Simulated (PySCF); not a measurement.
Computed properties of C3H7BO3, SMILES O(B1OCOC1)C

C3H7BO3, SMILES O1CB(OC)OC1. Coordinates come from a PBE0-D3(BJ)/def2-SVP optimisation. This is a generated structure with no PubChem entry under its InChIKey; it may be hypothetical. Other conformers were not sampled. All values are computed for the isolated molecule unless a solvent is named; none is compared with measurement here.

**Structure.** All 36 harmonic modes at PBE0-D3(BJ)/def2-SVP (PySCF) are real, so it is a minimum. With heavy atoms numbered as in [CH3:1][O:2][B:3]1[CH2:4][O:5][CH2:6][O:7]1, the shortest bond between them is O2–B3 at 1.344 Å and the longest B3–C4 at 1.590 Å.

**Vibrations.** The strongest infrared lines (harmonic, unscaled, degenerate partners summed) lie at 1577 cm⁻¹ (444 km/mol, B 50 %, O 23 %, H 23 %), 1336 cm⁻¹ (268 km/mol, B 30 %, H 30 %, C 24 %, O 17 %), 2987 cm⁻¹ (112 km/mol, H 94 %). The softest mode is at 48 cm⁻¹ and the zero-point energy is 70.8 kcal/mol.

**Electronic structure.** ωB97X/def2-TZVP (PySCF) places the frontier levels at -9.94 and 2.77 eV, a gap of 12.71 eV, and gives a dipole moment of 2.10 D and a mean polarisability of 56.9 bohr³. PBE/def2-TZVP (PySCF) at the same geometry gives -5.90 and 0.03 eV, so its gap is 6.78 eV narrower. An orbital gap is neither the optical nor the fundamental gap.

**Excitations.** TDA-ωB97X/def2-SVPD (PySCF) has S1 at 7.55 eV (164 nm, f = 0.021, weak); the most intense of the 6 singlets computed lies at 8.52 eV (f = 0.04). T1 (TDA) is at 7.46 eV, 0.09 eV under S1. TDA-PBE/def2-SVPD (PySCF) puts S1 at 5.68 eV. No vertical singlet excitation falls in the visible range (under 3.1 eV).

**NMR.** GIAO shifts at KT2/pcSseg-1 (PySCF) (non-relativistic, atoms alike by connectivity averaged): ¹³C from 54.7 to 102.8 ppm against TMS; ¹H from 3.8 to 5.7 ppm against TMS; ¹¹B at 19.8 ppm against BF3.
